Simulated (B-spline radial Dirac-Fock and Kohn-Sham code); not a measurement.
## Satellites and hypersatellites of the K lines of Ru⁵⁺

System: the Ru⁵⁺ ion, [Kr] 4d3, inside a Watson sphere of charge -5 and radius 1.6 Å (a model of the Madelung potential; inside it an electron's potential energy is raised by 45.0 eV).

These are calculated numbers from an atomic code on a B-spline grid; the model is Dirac-Fock ΔSCF + Breit + QED. Each two-hole energy is an average over J within one jj subconfiguration, not an observable level; in light atoms, where LS coupling holds, the j-resolved values are not observed lines, and for a K spectator the Kα1 hypersatellite is nearly forbidden. Correlation energy is missing from these numbers.

Lines without a spectator: Kα2 (K-L2) 19148.1 eV, Kα1 (K-L3) 19277.1 eV, Kβ3 (K-M2) 21631.5 eV, Kβ1 (K-M3) 21654.0 eV. Shifts in eV with one spectator hole (a dash: not computed, or left out as unreliable):

```tsv
spectator hole	Kα2	Kα1	Kβ3	Kβ1
L2 (2p1/2)	+52.5	+65.6	–	+141.6
L3 (2p3/2)	+53.6	+53.0	+128.7	–
M2 (3p1/2)	–	+6.79	+16.15	+19.74
M3 (3p3/2)	+5.29	–	+17.30	+16.73
M4 (3d3/2)	+0.57	-1.62	–	–
M5 (3d5/2)	-1.95	-0.41	–	–
```

Task: Where does the K-L3 hypersatellite lie, emitted when both K electrons are missing?

Result: +505.6 eV from the normal line, at 19782.6 eV. Removing both K electrons costs 45004.7 eV, which is 688.4 eV more than twice the K binding energy.

With n spectator holes in 2p, averaged over the 2p shell (energies in eV):

```csv
n,KαLⁿ,step,hypersatellite KαʰLⁿ
0,19234.0,–,19735.6
1,19290.6,+56.5,19793.5
2,19348.3,+57.7,19852.6
3,19407.3,+59.0,19913.0
4,19467.5,+60.2,19974.6
5,19529.0,+61.5,20037.5
```
